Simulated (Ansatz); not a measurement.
The first iterations of a band of BH3O2 + FH (8 atoms, charge 0, multiplicity 1).

The calculation used Ansatz, RKS B3LYP-D4/def2-SVP.

```
movable images  : 5
climbing image  : yes
spring          : 5.0 eV/Å²
optimiser       : quadratic models (default)
start path      : through a guess of the saddle point
force threshold : 0.05 eV/Å
iteration limit : 60
end points      : relaxed
```

Image 0:

```xyz
8
Properties=species:S:1:pos:R:3
B -0.026 -0.316 0.011
O -0.097 -0.182 1.383
H -0.947 -0.416 1.782
H 1.034 -0.091 -0.501
O -1.056 -0.703 -0.774
H -1.903 -0.851 -0.334
F -0.198 2.428 1.059
H 0.019 1.588 1.414
```

Image 6:

```xyz
8
Properties=species:S:1:pos:R:3
B -0.189 0.417 -0.333
O -0.015 -0.032 2.033
H -0.970 -0.187 2.073
H 0.858 -0.091 -0.643
O -1.394 -0.190 -0.479
H -1.311 -1.106 -0.766
F -0.218 1.723 -0.033
H 0.065 0.921 2.189
```

| iteration | highest image above the first end (eV) | largest band force component (eV/Å) |
| --- | --- | --- |
| 1 | 2.450 | 4.633 |
| 2 | 1.106 | 1.633 |
| 3 | 0.973 | 0.928 |
| 4 | 0.934 | 0.651 |
| 5 | 0.894 | 0.557 |
| 6 | 0.920 | 0.627 |
| 7 | 0.878 | 0.468 |
| 8 | 0.846 | 0.449 |

**Question.** Does the band converge within its limit, and where does its top end?

**Answer.** The forces met the threshold. It ended after 24 iterations with the highest image 0.777 eV above the first end. The profile has 2 maxima (images 3, 5) with wells between them (image 4): this band takes more than one step, which may be the mechanism or a detour left from its start path. A vibrational analysis at the climbing image gives one clearly imaginary mode, 961i cm⁻¹: a first-order saddle point. The orbitals stay closed-shell, which can raise the energy where a bond breaks towards radicals; this wasn't checked here.

The run took 2.5 min on 2 threads of Arm Neoverse V1, on a shared host, peak memory 0.14 GiB.
